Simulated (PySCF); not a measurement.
# Electron correlation in Sc (scandium, neutral)

[Ar] 3d1 4s2, 2D determinant. All numbers are calculated (PySCF 2.14, the spin-free X2C one-electron Hamiltonian (Gaussian nucleus), in aug-cc-pVDZ-DK (7s6p4d2f, 59 functions)). Frozen: [Ar]; 3 electrons correlated.

```json
{"level": "CCSD", "correlation energy (mhartree)": "-38.64"}
{"level": "(T)", "correlation energy (mhartree)": "-0.84"}
{"level": "CCSD(T)", "correlation energy (mhartree)": "-39.48"}
{"level": "CCSDT", "correlation energy (mhartree)": "-40.05"}
```

Diagnostics: T1 = 0.027, D1 = 0.0468, largest double amplitude 0.073.

Cost of the coupled-cluster step: about 1.8 core-seconds, for 3 correlated electrons.

Iterations:

```
CC2 = 0
CCSD nocc = (np.int64(2), np.int64(1)), nmo = (50, 50)
frozen orbitals [[0, 1, 2, 3, 4, 5, 6, 7, 8], [0, 1, 2, 3, 4, 5, 6, 7, 8]]
max_cycle = 100
direct = 0
conv_tol = 1e-08
conv_tol_normt = 1e-06
diis_space = 8
diis_start_cycle = 0
Init t2, MP2 energy = -0.0267517461199427
Init E_corr(UCCSD) = -0.0267517461209966
cycle = 1  E_corr(UCCSD) = -0.0332853323175001  dE = -0.0065335862  norm(t1,t2) = 0.0676481
cycle = 2  E_corr(UCCSD) = -0.0358698412379991  dE = -0.00258450892  norm(t1,t2) = 0.0343003
cycle = 3  E_corr(UCCSD) = -0.0384070840996198  dE = -0.00253724286  norm(t1,t2) = 0.0189733
cycle = 4  E_corr(UCCSD) = -0.0384491080384985  dE = -4.20239389e-05  norm(t1,t2) = 0.00516582
cycle = 5  E_corr(UCCSD) = -0.0386314741657409  dE = -0.000182366127  norm(t1,t2) = 0.00319332
cycle = 6  E_corr(UCCSD) = -0.0385760257482308  dE = 5.54484175e-05  norm(t1,t2) = 0.00187377
cycle = 7  E_corr(UCCSD) = -0.0386185787288129  dE = -4.25529806e-05  norm(t1,t2) = 0.00101814
cycle = 8  E_corr(UCCSD) = -0.0386428736462479  dE = -2.42949174e-05  norm(t1,t2) = 0.000415096
cycle = 9  E_corr(UCCSD) = -0.0386306423841264  dE = 1.22312621e-05  norm(t1,t2) = 0.000252134
cycle = 10  E_corr(UCCSD) = -0.0386363771945115  dE = -5.73481039e-06  norm(t1,t2) = 0.000168127
cycle = 11  E_corr(UCCSD) = -0.0386358103484024  dE = 5.66846109e-07  norm(t1,t2) = 8.17932e-05
cycle = 12  E_corr(UCCSD) = -0.0386354061167021  dE = 4.042317e-07  norm(t1,t2) = 5.19438e-05
cycle = 13  E_corr(UCCSD) = -0.0386352239237085  dE = 1.82192994e-07  norm(t1,t2) = 2.14634e-05
cycle = 14  E_corr(UCCSD) = -0.0386351987630024  dE = 2.51607061e-08  norm(t1,t2) = 9.71145e-06
cycle = 15  E_corr(UCCSD) = -0.0386351159426251  dE = 8.28203774e-08  norm(t1,t2) = 4.19391e-06
cycle = 16  E_corr(UCCSD) = -0.0386351051847398  dE = 1.07578853e-08  norm(t1,t2) = 2.01209e-06
cycle = 17  E_corr(UCCSD) = -0.0386351088997033  dE = -3.71496353e-09  norm(t1,t2) = 1.11752e-06
cycle = 18  E_corr(UCCSD) = -0.0386351259707543  dE = -1.7071051e-08  norm(t1,t2) = 6.5211e-07
cycle = 19  E_corr(UCCSD) = -0.0386351284646107  dE = -2.49385635e-09  norm(t1,t2) = 2.93691e-07
UCCSD converged
E(UCCSD) = -763.322095244066  E_corr = -0.03863512846461067
UCCSD(T) correction = -0.000840794959193882
```
